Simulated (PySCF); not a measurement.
## Vertical excitation energies

Compound: C4H5N3O.
SMILES: `CN1C=C(C=O)N=N1`

Level of theory: PySCF 2.14.0, density-fitted response routines, TDDFT B3LYP/def2-SVPD, vertical, gas phase, core orbitals frozen in the response. Isolated species at its GFN2-xTB geometry (one conformer only). Torsions of this conformer, `[CH3:1][n:2]1[cH:3][c:4]([CH:5]=[O:6])[n:7][n:8]1`: C3–C4–C5–O6 0°.

```csv
state,E (eV),λ (nm),f,|μ| (D),"main configurations (H = HOMO, L = LUMO)"
S1,3.81,325.0,0.0002,0.12,H→L (96%)
S2,4.79,258.8,0.0002,0.10,"H-2→L (84%), H-1→L (13%)"
S3,5.55,223.5,0.245,3.41,"H-1→L (82%), H-2→L (13%)"
S4,5.62,220.5,0.0067,0.56,"H→L+1 (58%), H-2→L+1 (34%)"
S5,5.91,209.9,0.0018,0.28,"H-2→L+1 (51%), H→L+1 (39%), H-1→L+1 (8%)"
S6,6.07,204.4,0.027,1.08,"H-3→L (75%), H-1→L+1 (20%)"
S7,6.81,182.0,0.048,1.36,"H→L+2 (79%), H-1→L+1 (9%)"
S8,6.88,180.3,0.157,2.45,"H-1→L+1 (48%), H-3→L (17%), H→L+2 (16%)"
```

Triplets, Tamm–Dancoff:

```csv
state,E (eV),λ (nm),"main configurations (H = HOMO, L = LUMO)"
T1,3.30,375.9,H→L (92%)
T2,4.02,308.8,"H-1→L (82%), H-2→L (13%)"
T3,4.49,276.4,"H-2→L (49%), H-2→L+1 (30%)"
```

The lowest singlet lies at 3.81 eV (325 nm, ultraviolet) and is dark (f under 0.0005); its leading configuration is HOMO→LUMO (96%). The strongest level in the table is S3 at 5.55 eV (224 nm, f = 0.245). Löwdin shares by element: HOMO oxygen 62%, carbon 22% or more, hydrogen 8% or more; LUMO carbon 54% or more, oxygen 24% (atoms not listed hold the other 22%). Orbital energies (eV): HOMO-3 -8.88, HOMO-2 -7.90, HOMO-1 -7.89, HOMO -7.43, LUMO -1.99, LUMO+1 -0.76, LUMO+2 -0.01. The oscillator strengths of these states sum to 0.485; summed over the whole spectrum of an exact calculation they would give the number of electrons, 58 (Thomas–Reiche–Kuhn). Weighted by f, the mean energy of these states is 6.13 eV. Singlets were solved by full linear response, triplets in the Tamm–Dancoff approximation.

The run took 19 s on an x86-64 server with one thread, on a shared host.
